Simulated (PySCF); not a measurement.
## Bonding in `FC(F)(F)C(F)(F)F`

C2F6.
Atom-mapped SMILES: `[F:1][C:2]([F:3])([F:4])[C:5]([F:6])([F:7])[F:8]`

Cartesian coordinates in Å at the GFN2-xTB level; atoms count from 1:
```
atom  x, y, z in Å
F1     1.3994   -0.2923   -1.0318
C2     0.7682   -0.0692    0.1148
F3     1.2603    1.0389    0.6560
F4     1.0167   -1.0833    0.9352
C5    -0.7658    0.0727   -0.1223
F6    -1.0204    1.0847   -0.9430
F7    -1.2564   -1.0378   -0.6602
F8    -1.3928    0.2957    1.0267
```

Bond orders from the PBE0/pcSseg-1 density (PySCF). Isolated species at its GFN2-xTB geometry, gas phase.

Problem. Where do the orders between heavy atoms depart from those drawn in the SMILES?

Solution. The largest departure is 0.098, at C2–C5 (drawn single, 0.902).

Problem. Set the Mayer orders of the bonds beside their lengths.

Solution. 
| bond | drawn as | length (Å) | Mayer order |
| --- | --- | --- | --- |
| F1–C2 | single | 1.328 | 1.029 |
| C2–F3 | single | 1.328 | 1.029 |
| C2–F4 | single | 1.328 | 1.028 |
| C2–C5 | single | 1.559 | 0.902 |
| C5–F6 | single | 1.328 | 1.029 |
| C5–F7 | single | 1.328 | 1.029 |
| C5–F8 | single | 1.328 | 1.029 |

Problem. Sum the orders of all bonds at each heavy atom with more than one neighbour and set the sums beside the valence in the SMILES.

Solution. C2 3.988 (drawn 4), C5 3.989 (drawn 4). Orders between atoms that aren't bonded are not in these sums.

The Mayer order sums products of elements of PS (density times overlap matrix) between the two atoms' basis functions, so it depends on the basis set.
